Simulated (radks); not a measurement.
Species: Ho XII. Configuration: [Kr] 4d10 4f8 5s2 (the NIST ground configuration). Calculated with a radial shooting solver on a logarithmic mesh with Libxc functionals: Dirac Kohn-Sham, exchange-only PBE, spin-unpolarised, spherical densities, finite nucleus; open shells fill j = l - 1/2 first; Fermi nuclear charge, rms radius 5.2022 fm.

Unscreened Slater integrals over Kohn-Sham orbitals (eV). Large and small components are both included.

\begin{tabular}{lr}
integral & value \\ \hline
F0(4f7/2,4f7/2) & 37.099 \\
F2(4f7/2,4f7/2) & 18.317 \\
F4(4f7/2,4f7/2) & 11.636 \\
F6(4f7/2,4f7/2) & 8.4128 \\
F0(4f7/2,4f5/2) & 37.253 \\
F2(4f7/2,4f5/2) & 18.385 \\
F4(4f7/2,4f5/2) & 11.678 \\
G2(4f7/2,4f5/2) & 18.332 \\
G4(4f7/2,4f5/2) & 11.646 \\
G6(4f7/2,4f5/2) & 8.4201 \\
F0(4f7/2,5s1/2) & 25.693 \\
G3(4f7/2,5s1/2) & 4.1828 \\
F0(4f7/2,4d5/2) & 39.056 \\
F2(4f7/2,4d5/2) & 19.247 \\
F4(4f7/2,4d5/2) & 12.411 \\
G1(4f7/2,4d5/2) & 22.464 \\
G3(4f7/2,4d5/2) & 14.336 \\
G5(4f7/2,4d5/2) & 10.201 \\
F0(4f5/2,4f5/2) & 37.409 \\
F2(4f5/2,4f5/2) & 18.456 \\
F4(4f5/2,4f5/2) & 11.722 \\
F0(4f5/2,5s1/2) & 25.738 \\
G3(4f5/2,5s1/2) & 4.1238 \\
F0(4f5/2,4d5/2) & 39.230 \\
F2(4f5/2,4d5/2) & 19.322 \\
F4(4f5/2,4d5/2) & 12.456 \\
G1(4f5/2,4d5/2) & 22.490 \\
G3(4f5/2,4d5/2) & 14.359 \\
G5(4f5/2,4d5/2) & 10.218 \\
F0(5s1/2,5s1/2) & 21.870 \\
F0(5s1/2,4d5/2) & 26.374 \\
G2(5s1/2,4d5/2) & 3.0561 \\
F0(4d5/2,4d5/2) & 41.616 \\
F2(4d5/2,4d5/2) & 21.206 \\
F4(4d5/2,4d5/2) & 14.221 \\
\end{tabular}
